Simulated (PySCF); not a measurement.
Start geometry of `[GaH4-]` from GFN2-xTB (Å):
```
atom  x, y, z in Å
Ga1    0.065   -0.076    0.006
H2    -0.073   -0.075   -1.183
H3    -0.344    0.816    0.753
H4     0.969    0.231    0.742
H5    -0.525   -1.001   -0.414
```

Q: What comes out of this run: PySCF 2.14.0, PBE0-D3(BJ)/def2-SVP geometry optimisation, gas phase?

A: 
```
atom  x, y, z in Å
Ga1    0.018   -0.022   -0.019
H2     0.179    0.428   -1.574
H3    -0.900    1.067    0.767
H4     1.485   -0.094    0.677
H5    -0.689   -1.484    0.053
```

The energy falls by 229.4 kcal/mol over 11 energy and gradient evaluations, the largest force component goes from 0.2569 to 2.7e-04 Eh/bohr, and the atoms move by 0.583 Å rms after alignment. The bond that changes most is Ga1–H5 (ends: gallium bonded to 4 H; hydrogen on gallium), which lengthens by 0.451 Å. Bonds longer at the end by more than 0.005 Å: 4 of 4; shorter: 0. Among the angles that change most is H2–Ga1–H5, from 65.6° to 109.5°. The orientation of the end geometry is arbitrary; only internal coordinates are fixed.

The run used 52 basis functions and 65 SCF cycles in all. Hardware: Intel Xeon Platinum 8175M at 2.50 GHz, one thread (shared host). Cost: 13 s of wall time, 0.26 GiB resident at most.

No PBE0-D3(BJ)/def2-SVP frequencies stand behind this structure, so it isn't proved a minimum. The geometry's basis has no diffuse functions, a weakness for an anion.
